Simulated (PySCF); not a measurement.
Species: Ta(NMe)Me3, C4H12NTa (singlet state).
Bonds: Ta1–N2, Ta1–C7, Ta1–C11, Ta1–C15, N2–C3. Hydrogens: H4, H5, H6 on C3; H8, H9, H10 on C7; H12, H13, H14 on C11; H16, H17, H18 on C15.

Theory: PySCF, PBE0-D3(BJ)/def2-SVP geometry optimisation, gas phase, def2 core potentials past Kr.

(1) List the bond lengths and angles at this level.

## Answers

(1) 
```tsv
bond	length (Å)
Ta1–N2	1.765
Ta1–C7, Ta1–C11, Ta1–C15	2.164
N2–C3	1.416
C3–H4, C3–H5, C3–H6	1.105
C7–H8 and 8 like bonds	1.106
```

Bonds in one row agree within 0.01 Å and their mean is given. A selection of angles:
```tsv
angle	degrees
N2–Ta1–C7	106.1
C7–Ta1–C11	112.6
C7–Ta1–C15	112.4
Ta1–N2–C3	179.9
N2–C3–H4	111.5
H4–C3–H5	107.4
Ta1–C7–H8	109.9
Ta1–C7–H9	113.3
Ta1–C7–H10	110.8
H8–C7–H9	108.0
```

All 3 C–Ta bonds measure 2.164 to 2.165 Å. Ta1 (tantalum bonded to 3 C and N) is tetrahedral (angles from 106.1° to 112.8°).

Point group: C3 (tolerance 0.08 Å). No frequency check.

Time: 3.0 min of wall time; peak memory 0.67 GiB. Hardware: one thread of an AMD EPYC 7R43, no GPU, shared host with 256 logical CPUs at a one-minute load of 204. These figures are those of the optimisation.
